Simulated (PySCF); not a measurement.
**Where the electron goes**

Species: C3H11NOSi2.
Z-matrix (Å and degrees, GFN2-xTB geometry), rows numbered from 1:
```
C 
C   1  1.3221
C   2  1.4838  1  124.90
Si  3  1.9237  2  111.04  1  -100.82
O   4  1.6375  3  109.76  2   -56.42
Si  4  2.2950  3  113.18  2    59.10
N   6  1.7241  4  105.93  3  -165.03
H   1  1.0779  2  121.47  3    -2.30
H   1  1.0767  2  122.18  3   178.16
H   2  1.0833  1  119.64  3  -177.59
H   3  1.0916  2  109.72  1   137.99
H   3  1.0890  2  110.09  1    19.85
H   4  1.4772  3  103.75  2  -170.98
H   5  0.9547  4  122.39  3   -51.79
H   6  1.4779  4  113.99  3   -39.20
H   6  1.4693  4  113.54  3    81.94
H   7  1.0072  6  118.17  4    44.86
H   7  1.0075  6  119.67  4  -176.71
```

Computed, not measured: TDDFT B3LYP/def2-SVPD, vertical, gas phase, core orbitals frozen in the response (PySCF 2.14.0, density-fitted response routines).

Frontier orbitals with the atoms that hold most of them (Löwdin shares over 4%, at most four atoms; ? is withheld):

```csv
orbital,ε (eV),atoms
HOMO-3,-8.55,"O5 28%, C3 16%, C2 14%, Si4 12%"
HOMO-2,-7.98,"Si4 25%, Si6 24%, O5 12%, H13 12%"
HOMO-1,-7.06,?
HOMO,-6.66,"C1 24%, C2 19%, N7 14%, C3 12%"
LUMO,-0.71,?
LUMO+1,-0.07,"Si6 22%, Si4 18%, H15 8%, H13 8%"
LUMO+2,0.22,"C2 24%, C1 20%, O5 12%, H14 8%"
```

(1) Which atoms hold the HOMO-1, and with what shares?

(2) Give the leading atoms of the LUMO.

(3) The HOMO–LUMO gap is 5.95 eV. Where does the response calculation put the lowest singlet, and from which orbitals?

(4) One configuration dominates each of S1, S2, S3, S4 and S6. Which, and how do the shares of the two leading atoms of either orbital change from the occupied to the empty one?

Results:

(1) N7 (bonded to Si and 2 H) 45%; Si6 (bonded to N, Si and 2 H) 11%; C1 (bonded to C and 2 H) 8%; H15 (bonded to Si) 6%.

(2) Si4 (bonded to C, O, Si and H) 18%; Si6 (bonded to N, Si and 2 H) 16%; O5 (bonded to Si and H) 14%; H14 (bonded to O) 7%. By element: silicon 34%, oxygen 14%, hydrogen 7% or more.

(3) S1 is at 5.13 eV (f = 0.011), 0.82 eV below the gap, made of HOMO→LUMO (93%). 

(4) 
- S1 (5.13 eV, f 0.011), HOMO→LUMO (93%): C1 24% → at most 7%, C2 19% → at most 7%, Si4 at most 12% → 18%, Si6 at most 12% → 16%
- S2 (5.48 eV, f 0.027), HOMO-1→LUMO (83%): N7 45% → at most 7%, Si6 11% → 16%, Si4 at most 7% → 18%
- S3 (5.79 eV, f 0.0022), HOMO→LUMO+1 (87%): C1 24% → at most 9%, C2 19% → at most 9%, Si6 at most 12% → 22%, Si4 at most 12% → 18%
- S4 (6.07 eV, f 0.0016), HOMO-1→LUMO+1 (75%): N7 45% → at most 9%, Si6 11% → 22%, Si4 at most 7% → 18%
- S6 (6.34 eV, f 0.0063), HOMO-2→LUMO (83%): Si4 25% → 18%, Si6 24% → 16%

Löwdin shares depend on the basis, the more so with diffuse functions.

One conformer stands for the species.
